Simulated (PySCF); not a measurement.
# How methods differ on the ionisation energy of Dy

Dy [Xe] 4f10 6s2 (high-spin determinant) → Dy⁺ [Xe] 4f10 6s1 (high-spin determinant), as a difference of total energies. All numbers are calculated (PySCF 2.14, the spin-free X2C one-electron Hamiltonian (Gaussian nucleus), in cc-pVDZ-X2C (8s7p5d3f1g, 84 functions)). Correlated levels: valence: [Kr] 4d10 frozen. The calculations carry no spin-orbit coupling.

| method | ionisation energy (eV) |
| --- | --- |
| UHF | 4.863 |
| MP2 (valence) | 5.818 |
| SCS-MP2 (valence) | 5.841 |
| CCSD (valence) | 5.758 |
| CCSD(T) (valence) | 5.855 |

How much does correlation contribute at CCSD(T) (valence)?

5.855 − (4.863) = 0.992 eV, measured against UHF.

Errors of the correlated levels include the incompleteness of this basis and the frozen core.

The determinant of Dy and of Dy⁺ mixes LS terms, which raises its energy above the lowest term, most at the Hartree-Fock and MP2 levels.

For comparison: 5.939 eV (measured; NIST Atomic Spectra Database, ionization energies).
